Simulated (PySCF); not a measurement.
disilylmethane (CH8Si2), singlet, at a GFN2-xTB geometry. Base run: PySCF with MP2/3-21G.

The PySCF input:
```python
from pyscf import gto, scf, mp

mol = gto.M(
    atom='''
Si    1.469501    0.675243   -0.004315
C     0.249959   -0.773362   -0.140745
Si   -1.582865   -0.324499    0.068147
H     2.839701    0.182994   -0.185178
H     1.181014    1.668952   -1.040543
H     1.358676    1.297376    1.316715
H     0.513805   -1.524899    0.604684
H     0.384534   -1.254531   -1.110514
H    -1.982528    0.632796   -0.965442
H    -1.804865    0.261220    1.391816
H    -2.402995   -1.534148   -0.060719
''',
    basis='3-21g',
    charge=0,
    spin=0,
    verbose=4,
)

mf = scf.RHF(mol)
mf.kernel()

pt = mp.MP2(mf, frozen=11)
pt.kernel()
print('E(MP2) = %.10f' % pt.e_tot)
mf.analyze()
```

The base run was repeated with changes; each row names its change, and settings that it needs were set with it.

```tsv
change	basis functions	E (Eh)	MP2 correlation (Eh)	SCF-reference HOMO (eV)	SCF-reference HOMO-LUMO gap (eV)	SCF-reference dipole (D)
base	51	-617.28193	-0.20471	-11.57	15.80	0.56
basis = STO-3G	31	-613.42472	-0.13735	-9.56	22.64	0.15
basis = pcseg-0	51	-619.66868	-0.20970	-11.87	15.71	0.42
basis = 6-31G*	?	?	?	?	?	?
basis = 6-31G**	90	?	?	-11.57	?	?
basis = pcseg-1	90	-620.67259	-0.34023	-11.70	14.85	0.57
basis = pc-1	90	?	?	?	?	?
basis = cc-pV(D+d)Z	100	-620.75829	-0.35830	-11.65	15.47	0.64
basis = 6-311G**	118	-620.78365	-0.37114	-11.66	14.82	0.58
basis = def2-SVPD	132	-620.55672	-0.37323	-11.69	14.03	0.63
basis = 6-311+G(2d,p)	145	-620.80827	-0.38714	-11.67	13.22	0.64
basis = aug-cc-pVDZ	149	-620.76223	-0.37552	-11.61	12.54	0.64
basis = aug-pcseg-1	149	?	?	-11.67	?	0.63
```

### Question
Fill in the missing entries.

### Answer

- basis = 6-31G*, basis functions: 66
- basis = 6-31G*, E (Eh): -620.63671
- basis = 6-31G*, MP2 correlation (Eh): -0.28803
- basis = 6-31G*, SCF-reference HOMO (eV): -11.59
- basis = 6-31G*, SCF-reference HOMO-LUMO gap (eV): 15.41
- basis = 6-31G*, SCF-reference dipole (D): 0.60
- basis = 6-31G**, E (Eh): -620.70324
- basis = 6-31G**, MP2 correlation (Eh): -0.34165
- basis = 6-31G**, SCF-reference HOMO-LUMO gap (eV): 15.39
- basis = 6-31G**, SCF-reference dipole (D): 0.59
- basis = pc-1, E (Eh): -620.70410
- basis = pc-1, MP2 correlation (Eh): -0.34627
- basis = pc-1, SCF-reference HOMO (eV): -11.74
- basis = pc-1, SCF-reference HOMO-LUMO gap (eV): 15.23
- basis = pc-1, SCF-reference dipole (D): 0.55
- basis = aug-pcseg-1, E (Eh): -620.69784
- basis = aug-pcseg-1, MP2 correlation (Eh): -0.36009
- basis = aug-pcseg-1, SCF-reference HOMO-LUMO gap (eV): 12.42

Totals compare only among sets that treat the same electrons; sets with core potentials leave the core out.
